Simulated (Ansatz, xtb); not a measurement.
C6H6O: which of two isomers lies lower

Structure a is `C#CC(=O)/C=C\C`, a singlet and structure b is `C#CC(=O)CC=C`, a singlet. Both are isolated molecules in the gas phase, relaxed with PBE-D3(BJ)/def2-SVP, each in the lowest conformer that the search found.

a (Å):

```xyz
13

C    -3.5064    3.2112    2.1254
C    -2.6814    2.6096    1.4479
C    -1.7125    1.8593    0.6436
C    -0.6195    2.6847    0.0713
C     0.4026    2.2358   -0.7044
C     0.6694    0.8402   -1.1589
O    -1.8515    0.6429    0.4939
H    -4.2419    3.7299    2.7260
H    -0.6656    3.7585    0.3146
H     1.1289    2.9992   -1.0414
H    -0.0899    0.1312   -0.7885
H     0.7049    0.8050   -2.2699
H     1.6792    0.5192   -0.8209
```

b (Å):

```
atom    x (Å)    y (Å)    z (Å)
   C   3.1500  -3.3342  -1.6261
   C   2.3149  -3.0540  -0.7746
   C   1.3260  -2.7165   0.2472
   C   0.8779  -1.2567   0.2602
   C  -0.0104  -0.9092   1.4173
   C   0.1025   0.2051   2.1583
   O   0.8869  -3.5638   1.0123
   H   3.8868  -3.6000  -2.3729
   H   1.7720  -0.5995   0.2005
   H   0.3457  -1.1021  -0.7104
   H  -0.7956  -1.6483   1.6500
   H   0.8882   0.9544   1.9624
   H  -0.5891   0.4123   2.9894
```

Quicker runs give these differences E(b) − E(a): GFN2-xTB +0.209 eV; HF/STO-3G +0.201 eV (at GFN2-xTB geometries); r2SCAN-D4/def2-SVP +0.274 eV (at GFN2-xTB geometries).

Q: Estimate E(b) − E(a) at the level CCSD(T)/def2-SVP + ΔMP2/def2-TZVPP.

A: Calculated at CCSD(T)/def2-SVP + ΔMP2/def2-TZVPP: E(b) − E(a) = +0.104 eV, so structure a lies lower.

How the difference moves with the method:

```csv
level,geometry,E(b) − E(a) (eV),departure from the last row (eV),"job, with rough time for the two"
GFN2-xTB,GFN2-xTB,+0.209,+0.105,"optimisation, 0.13 s"
HF/STO-3G,GFN2-xTB,+0.201,+0.097,"single point, 0.32 s"
r2SCAN-D4/def2-SVP,GFN2-xTB,+0.274,+0.170,"single point, 2.4 s"
PBE-D3(BJ)/def2-SVP,PBE-D3(BJ)/def2-SVP,+0.264,+0.160,"optimisation, 30 s"
HF/def2-SVP,PBE-D3(BJ)/def2-SVP,+0.102,−0.002,part of the CCSD(T) run
MP2/def2-SVP,PBE-D3(BJ)/def2-SVP,+0.150,+0.046,part of the CCSD(T) run
CCSD(T)/def2-SVP,PBE-D3(BJ)/def2-SVP,+0.122,+0.018,single point
CCSD(T)/def2-SVP + ΔMP2/def2-TZVPP,PBE-D3(BJ)/def2-SVP,+0.104,,"single point, 32 s"
```

As drawn, both hold the same kinds of bond in the same numbers. Structure a has 1 methyl group, b 0.

The levels shown agree on the order. The largest departure from CCSD(T)/def2-SVP + ΔMP2/def2-TZVPP is that of r2SCAN-D4/def2-SVP, 0.170 eV. A small imaginary or near-zero mode remains, so no thermal terms are given. The last row adds to CCSD(T) the change of the MP2 difference between the two basis sets, here −0.018 eV.

The correlated steps freeze 7 core orbitals. Codes used: Ansatz 0.2.0, xtb 6.7.1; the last row on 2 threads of Intel(R) Xeon(R) 6975P-C (Granite Rapids) on a shared host.
